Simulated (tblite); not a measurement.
C₃H₉ClOSi.
Cartesian coordinates in Å at the GFN2-xTB level; atoms count from 1:
```
atom  x, y, z in Å
C1    -1.518   -0.733    0.344
C2    -0.292   -0.074   -0.254
Si3    1.358   -1.041   -0.027
Cl4   -0.548    0.047   -2.047
C5    -0.094    1.342    0.261
O6     1.178    1.822   -0.090
H7    -1.367   -0.870    1.413
H8    -1.689   -1.707   -0.109
H9    -2.405   -0.119    0.194
H10    1.800   -0.833    1.349
H11    1.018   -2.448   -0.251
H12    2.336   -0.595   -1.011
H13   -0.886    2.017   -0.094
H14   -0.115    1.326    1.354
H15    1.219    1.875   -1.053
```

Method: GFN2-xTB as coded in tblite; computed harmonic values from a numerical Hessian at the method's own geometry, unscaled. The method is semi-empirical: single wavenumbers can be off by several per cent or more. Modes of hydrogen on silicon can be 10 to 20 % off. One conformer, not necessarily the lowest.

Harmonic wavenumbers (cm⁻¹): 67.4, 121.4, 176.4, 189.9, 225.1, 255.4, 313.4, 322.8, 455.1, 497.1, 517.3, 572.5, 595.4, 701.8, 749.3, 778.4, 799.1, 925.3, 979.0, 1055.1, 1089.7, 1148.7, 1164.6, 1185.2, 1301.6, 1341.8, 1408.0, 1473.9, 1485.6, 1493.8, 2264.6, 2300.7, 2323.8, 2884.2, 2973.4, 3003.4, 3021.5, 3033.9, 3510.6.

A = 2268, B = 1986, C = 1713 MHz; mass 124.011 u (most abundant isotopes); point group C1, symmetry number 1.

What is the zero-point energy?

½Σν̃ = 24353 cm⁻¹ = 69.63 kcal/mol.

Entropy at 298.15 K, 1 bar (ideal gas, RRHO, classical rotation)?

Translation 40.39, rotation 28.12, vibration 22.78: S = 91.3 cal/(mol K).

And Cp and H(298.15 K) − H(0)?

Cp = 34.05 cal/(mol K), of which vibrations give 26.10 (their classical limit is 39 R = 77.5); H(298.15 K) − H(0) = 6.21 kcal/mol without the zero-point energy, 3.84 from vibrations.

Blend soft modes into free rotors: weight 1/[1 + (100 cm⁻¹/ν̃)⁴] for the oscillator and the rest for a rotor with moment μB/(μ + B), μ = h/(8π²ν), B = 10⁻⁴⁴ kg m². What vibrational entropy results?

21.85 cal/(mol K) in place of 22.78, which changes −T·S at 298.15 K by +0.28 kcal/mol.

Which modes carry the vibrational entropy at 298.15 K?

67.4 cm⁻¹: 4.23; 121.4 cm⁻¹: 3.08; 176.4 cm⁻¹: 2.37; 189.9 cm⁻¹: 2.23; 225.1 cm⁻¹: 1.92; 255.4 cm⁻¹: 1.69 cal/(mol K); the other 33 give 7.27 together.

Hindered rotation and anharmonicity are outside this model. Other conformers, if any are populated, would add a mixing term that is left out. The structure is chiral; the term R ln 2 for an equal mix with its mirror image is left out.
